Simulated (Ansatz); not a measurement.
The same ligand exchange along the group Si, Ge, Sn.

Isolated molecules relaxed with PBE0-D4/def2-TZVP in Ansatz; ΔE leaves out vibrations. CCSD(T)/CBS adds triple-zeta CCSD(T) − MP2 to the extrapolated MP2 energy (def2 sets, frozen cores). This one scheme is used for every species. DFT in def2-TZVPP. def2 core potentials past Kr. For Br, Ge, Sn outer-core shells are correlated without core-valence functions, which leaves a few kJ/mol of doubt a bond. Scalar relativity is left out up to krypton. Each species was taken in one conformer, which may not be the lowest.

```tsv
reaction	revPBE-D4 (kcal/mol)	ωB97M-V (kcal/mol)	PBE-D4 (kcal/mol)
`O[Si]Br` + HBr → `Br[Si]Br` + H₂O	2.0	5.5	2.2
`[OH][Ge][Br]` + HBr → `[Br][Ge][Br]` + H₂O	-9.4	-7.3	-9.4
`[OH][Sn][Br]` + HBr → `[Br][Sn][Br]` + H₂O	-19.8	-19.5	-20.0
```

Problem. Give the CCSD(T)/CBS values in the same order. (Estimate.)

Solution. Computed: 3.5, -8.8, -20.2 kcal/mol.

Largest T1 diagnostic: 0.015, for `[OH][Sn][Br]`.
